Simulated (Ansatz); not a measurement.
Computed with Ansatz on PBE0-D4/def2-TZVP structures; ΔE is electronic, products minus reactants. CCSD(T)/CBS is the MP2 limit (def2-TZVPP, def2-QZVPP) plus CCSD(T) − MP2 in def2-TZVPP, frozen cores. This one scheme is used for every species, atoms too. DFT in def2-TZVPP. HSE06 is defined as in plane-wave codes. No spin–orbit coupling; open shells (•) take unrestricted orbitals. Spin–orbit coupling would lower the free atoms: a little for B, F, O. One conformer a species, not always the lowest.

Reaction (atomization): `OB1NB1F` → 2 B• + F• + 2 H• + N• + O•

`OB1NB1F`:

Z-matrix (Å, degrees):
```
B
N 1 1.423
B 1 1.598 2 55.0
O 1 1.347 2 134.0 3 -180.0
H 2 1.012 1 144.6 3 180.0
F 3 1.317 1 168.4 2 -179.8
H 4 0.959 1 112.9 2 -180.0
```

```json
{"level": "r2SCAN-D4", "ΔE (kJ/mol)": "3103.6", "difference from CCSD(T)/CBS": "48.3"}
{"level": "r2SCAN0-D4", "ΔE (kJ/mol)": "3022.9", "difference from CCSD(T)/CBS": "-32.4"}
{"level": "HSE06-D4", "ΔE (kJ/mol)": "3104.1", "difference from CCSD(T)/CBS": "48.8"}
{"level": "B2PLYP", "ΔE (kJ/mol)": "3059.3", "difference from CCSD(T)/CBS": "4.0"}
{"level": "PBE-QIDH", "ΔE (kJ/mol)": "3062.1", "difference from CCSD(T)/CBS": "6.8"}
{"level": "BHLYP", "ΔE (kJ/mol)": "2936.4", "difference from CCSD(T)/CBS": "-118.9"}
{"level": "HF/def2-TZVPP", "ΔE (kJ/mol)": "2183.3", "difference from CCSD(T)/CBS": "-872.0"}
{"level": "SCS-MP2/def2-TZVPP", "ΔE (kJ/mol)": "3040.0", "difference from CCSD(T)/CBS": "-15.3"}
{"level": "CCSD(T)/def2-TZVPP", "ΔE (kJ/mol)": "2963.9", "difference from CCSD(T)/CBS": "-91.4"}
{"level": "HF/CBS(def2)", "ΔE (kJ/mol)": "2190.1", "difference from CCSD(T)/CBS": "-865.2"}
{"level": "CCSD(T)/CBS", "ΔE (kJ/mol)": "3055.3", "difference from CCSD(T)/CBS": "0"}
```

Q: What do rigid-rotor, harmonic-oscillator terms from PBE0-D4/def2-TZVP frequencies (298.15 K, 1 bar) make of the CCSD(T)/CBS value? (Estimate.)

A: Ansatz gave: ΔZPE = -108.4 kJ/mol, ΔH = +2975.2 kJ/mol, ΔS = 718 J/(mol·K), ΔG = +2761.2 kJ/mol. Open shells count their whole term as degenerate.

Largest T1 diagnostic among the species: 0.014.

The D4 term adds +16.2 kJ/mol with B3LYP and +8.3 kJ/mol with PBE0; it sums over pairs of atoms, weighted by their polarisabilities, and B3LYP, whose exchange is more repulsive, gets the larger term. From BLYP to BHLYP (50 % exact exchange), in def2-TZVPP and without D4, ΔE moves by −150.2 kJ/mol: exact exchange takes away binding that semilocal exchange gives to molecules. In def2-TZVPP, CCSD(T) changes the Hartree–Fock value by +780.7 kJ/mol (the triples alone add +60.1 kJ/mol) and MP2 by +914.8 kJ/mol; breaking electron pairs costs correlation energy, which Hartree–Fock lacks.

B3LYP here is the variant with VWN-RPA as its local correlation; programs differ in this.

For atomizations the MP2-based limit and the directly extrapolated one differ by several kJ/mol either way, and by 10 to 25 for some Ge, Se and Sn compounds, so smaller differences from it don't rank the levels.
